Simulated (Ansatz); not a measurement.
Calculated with Ansatz (gas phase, PBE0-D4/def2-TZVP geometries, no zero-point term in ΔE). CCSD(T)/CBS is the MP2 limit (def2-TZVPP, def2-QZVPP) plus CCSD(T) − MP2 in def2-TZVPP, frozen cores. This one scheme is used for every species. DFT in def2-TZVPP. B3LYP here is the variant with VWN-RPA as its local correlation; programs differ in this. Each species was taken in one conformer, which may not be the lowest.

Reaction (ligand exchange at the Si–O bond): `O[SiH2][SiH]1CO1` + HCl → `Cl[SiH2][SiH]1CO1` + H₂O

```
             level  ΔE (kJ/mol)  difference from CCSD(T)/CBS
            PBE-D4        -11.6                         -0.5
         r2SCAN-D4         -7.0                          4.1
           PBE0-D4        -12.9                         -1.8
          B3LYP-D4         -6.4                          4.7
           ωB97X-V         -6.7                          4.4
           ωB97M-V         -6.5                          4.6
            B2PLYP         -5.7                          5.4
               PBE        -11.4                         -0.3
            r2SCAN         -6.9                          4.2
              PBE0        -12.6                         -1.5
             B3LYP         -6.0                          5.1
     HF/def2-TZVPP         -7.6                          3.5
    MP2/def2-TZVPP         -8.1                          3.0
SCS-MP2/def2-TZVPP         -5.7                          5.4
   CCSD/def2-TZVPP         -5.0                          6.1
CCSD(T)/def2-TZVPP         -5.0                          6.1
     HF/def2-QZVPP         -8.0                          3.1
    MP2/def2-QZVPP        -11.7                         -0.6
SCS-MP2/def2-QZVPP         -9.4                          1.7
      HF/CBS(def2)         -8.0                          3.1
     MP2/CBS(def2)        -14.2                         -3.1
    CCSD/CBS(def2)        -11.1                          0.0
       CCSD(T)/CBS        -11.1                            0
```

Largest T1 diagnostic among the species: 0.014.
